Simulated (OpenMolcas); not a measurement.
**V2+ in NaCl**

V2+ with its 6 nearest chloride ions at 2.645 Å, on the Na site of NaCl (a = 5.64056 Å, distance in the model lattice 2.820 Å). The rest of the host is ab initio model potentials to 7.6 Å, with orthogonalisation functions on the cations behind the ligands, and point charges beyond; the distance is set by hand and nothing relaxes, and no local charge compensation is placed. Ligand basis ANO-RCC-VDZP.
```
V     0.0000    0.0000    0.0000
Cl    2.6450    0.0000    0.0000
Cl    0.0000    2.6450    0.0000
Cl   -2.6450    0.0000    0.0000
Cl    0.0000   -2.6450    0.0000
Cl    0.0000    0.0000    2.6450
Cl    0.0000    0.0000   -2.6450
```

```
Program             : OpenMolcas
Method              : SS-CASPT2, IPEA 0.25 Eh, imaginary shift 0.1 Eh (closed shells correlated: 3s 3p and the ligand valence shells)
Basis               : ANO-RCC-VTZP [6s5p3d2f1g]
Scalar Hamiltonian  : DKH2, point nucleus
Active space        : 3 electrons in 5 orbitals (3d)
State averaging     : 2S+1 = 4 even, 10 roots; 2S+1 = 2 even, 40 roots
Spin-orbit coupling : RASSI with atomic mean-field integrals over the reference wave functions
```

The lowest spin-free states (labels of O, the rotations of Oh), above the lowest:

| State | Degeneracy | E (cm-1) | Free-ion L (%) |
| --- | --- | --- | --- |
| 4A2 | 1 | 0 | F (100) |
| 4T2 | 3 | 6280 | F (100) |
| 4T1 | 3 | 10180 | F (96) |
| 2E | 2 | 11810 | G (67) |
| 2T1 | 3 | 12500 | G (57) |
| 2A1 | 1 | 15690 | G (100) |
| 2T2 | 3 | 15700 | G (67) |
| 4T1 | 3 | 18360 | P (96) |
| 2T2 | 3 | 18430 | H (69) |
| 2T1 | 3 | 19560 | H (51) |
| 2E | 2 | 20370 | H (52) |
| 2T1 | 3 | 22730 | P (51) |
| 2T1 | 3 | 27110 | H (75) |
| 2T2 | 3 | 27150 | D (63) |
| 2A2 | 1 | 30570 | F (100) |
| 2T2 | 3 | 31100 | F (94) |
| 2E | 2 | 32700 | D (43) |
| 2T1 | 3 | 34630 | F (93) |
| 2E | 2 | 46090 | D (98) |
| 2T2 | 3 | 49910 | D (96) |

The lowest levels with spin-orbit coupling:

```json
{"E (cm-1)": "0", "Degeneracy": "4", "Label": "Γ8", "2S+1": "4", "g": ""}
{"E (cm-1)": "6210", "Degeneracy": "2", "Label": "Γ7", "2S+1": "4", "g": "2.90 2.90 2.90"}
{"E (cm-1)": "6250", "Degeneracy": "4", "Label": "Γ8", "2S+1": "4", "g": ""}
{"E (cm-1)": "6310", "Degeneracy": "4", "Label": "Γ8", "2S+1": "4", "g": ""}
{"E (cm-1)": "6330", "Degeneracy": "2", "Label": "Γ6", "2S+1": "4", "g": "2.42 2.42 2.42"}
{"E (cm-1)": "10070", "Degeneracy": "2", "Label": "Γ7", "2S+1": "4", "g": "1.02 1.02 1.02"}
{"E (cm-1)": "10080", "Degeneracy": "4", "Label": "Γ8", "2S+1": "4", "g": ""}
{"E (cm-1)": "10260", "Degeneracy": "4", "Label": "Γ8", "2S+1": "4", "g": ""}
{"E (cm-1)": "10380", "Degeneracy": "2", "Label": "Γ6", "2S+1": "4", "g": "4.29 4.29 4.29"}
{"E (cm-1)": "11820", "Degeneracy": "4", "Label": "Γ8", "2S+1": "2", "g": ""}
{"E (cm-1)": "12490", "Degeneracy": "4", "Label": "Γ8", "2S+1": "2", "g": ""}
{"E (cm-1)": "12570", "Degeneracy": "2", "Label": "Γ6", "2S+1": "2", "g": "0.19 0.19 0.19"}
{"E (cm-1)": "15680", "Degeneracy": "2", "Label": "Γ7", "2S+1": "2", "g": "1.00 1.00 1.00"}
{"E (cm-1)": "15710", "Degeneracy": "2", "Label": "Γ6", "2S+1": "2", "g": "2.30 2.30 2.30"}
{"E (cm-1)": "15730", "Degeneracy": "4", "Label": "Γ8", "2S+1": "2", "g": ""}
{"E (cm-1)": "18240", "Degeneracy": "2", "Label": "Γ6", "2S+1": "4", "g": "2.76 2.76 2.76"}
{"E (cm-1)": "18280", "Degeneracy": "4", "Label": "Γ8", "2S+1": "4", "g": ""}
{"E (cm-1)": "18400", "Degeneracy": "4", "Label": "Γ8", "2S+1": "2 (64 %)", "g": ""}
{"E (cm-1)": "18410", "Degeneracy": "2", "Label": "Γ7", "2S+1": "4 (68 %)", "g": "2.47 2.47 2.47"}
{"E (cm-1)": "18470", "Degeneracy": "4", "Label": "Γ8", "2S+1": "4 (67 %)", "g": ""}
```

Powder χT (cm3 K/mol): 1.76 at 2 K, 1.76 at 10 K, 1.77 at 50 K, 1.79 at 100 K, 1.81 at 200 K, 1.84 at 300 K. The effective moment at 300 K is 2.828 √(χT) = 3.84 μB.

The lowest level has 2S+1 = 4, for which the spin-only value is χT = S(S+1) / 2 = 1.875 cm3 K/mol (g = 2). The computed 1.843 at 300 K differs by -0.032, through orbital momentum, spin-orbit coupling and any other state in reach.

Roots that are degenerate in the reference are averaged as groups; the widest CASPT2 spread within a group is 500 cm-1 (the 3-fold group of multiplicity 4 near 6280 cm-1 above the lowest state of its run). Shifts and gaps below about the spread of the groups concerned are not significant. Over all roots computed the reference weight is 0.68 to 0.69; a low but even weight reflects the number of correlated electrons. Ligand-to-metal charge-transfer states are missing. These CASPT2 states fit no ligand-field parameters well, so their order and spin gaps are uncertain. With no ligand orbital active B as a rule stays too high, so bands that hang on it stand too high and its fall with covalency is understated. With one d shell and no ligand orbital active, 10Dq can be off by tens of per cent for divalent 3d ions, low with halides held by bare charges and at times high in hosts. Free-ion shares, where given, are those of the reference states; single-state CASPT2 does not remix them. No measured value stands beside these numbers; the geometry was set by hand and not optimised.
